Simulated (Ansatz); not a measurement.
`[PH2][GaH2]` + HCl → `[Cl][GaH2]` + PH₃ at 400 K and 1 bar (cleavage of the Ga–P bond).

Computed with Ansatz on PBE0-D4/def2-TZVP structures; ΔE is electronic, products minus reactants. CCSD(T)/CBS adds triple-zeta CCSD(T) − MP2 to the extrapolated MP2 energy (def2 sets, frozen cores). This one scheme is used for every species. For Ga outer-core shells are correlated without core-valence functions, which leaves a few kJ/mol of doubt a bond. Scalar relativity is left out up to krypton.

```json
{"species": "`[PH2][GaH2]`", "CCSD(T)/CBS energy (Eh)": "-2267.26620", "H − E (kJ/mol)": "102.4", "S (J/(mol·K))": "311.8"}
{"species": "HCl", "CCSD(T)/CBS energy (Eh)": "-460.38127", "H − E (kJ/mol)": "29.6", "S (J/(mol·K))": "195.4"}
{"species": "`[Cl][GaH2]`", "CCSD(T)/CBS energy (Eh)": "-2384.95520", "H − E (kJ/mol)": "55.3", "S (J/(mol·K))": "280.7"}
{"species": "PH₃", "CCSD(T)/CBS energy (Eh)": "-342.72256", "H − E (kJ/mol)": "77.1", "S (J/(mol·K))": "221.7"}
```

H − E and S are ideal-gas, rigid-rotor, harmonic terms from PBE0-D4/def2-TZVP. 1 Eh = 2625.50 kJ/mol, R = 8.31446 J/(mol·K).

Q: By hand: ΔE, ΔH, ΔS and ΔG.

A: ΔE = (-2384.95520) + (-342.72256) − (-2267.26620) − (-460.38127) = -0.03029 Eh = -79.5 kJ/mol. Δ(H − E) = 55.3 + 77.1 − 102.4 − 29.6 = 0.4, so ΔH = -79.1 kJ/mol. ΔS = 280.7 + 221.7 − 311.8 − 195.4 = -4.8 J/(mol·K). ΔG = -79.1 − 400 × (-4.8)/1000 = -77.2 kJ/mol.

Q: By hand: the equilibrium constant, and the temperature at which ΔG would vanish if ΔH and ΔS stayed fixed.

A: log₁₀ K = −ΔG/(RT ln 10) = 10.1. ΔG = 0 at ΔH/ΔS = 16479 K, far beyond where these terms or the molecules hold.

The number of gas molecules stays the same, so ΔS is small and ΔH decides. A doubt of 5 kJ/mol in ΔE shifts log₁₀ K by 0.7 here. These are equilibria of isolated gas molecules and say nothing of rates. Largest T1 diagnostic: 0.014 (customary marks: 0.02 for closed shells, 0.045 for open ones).
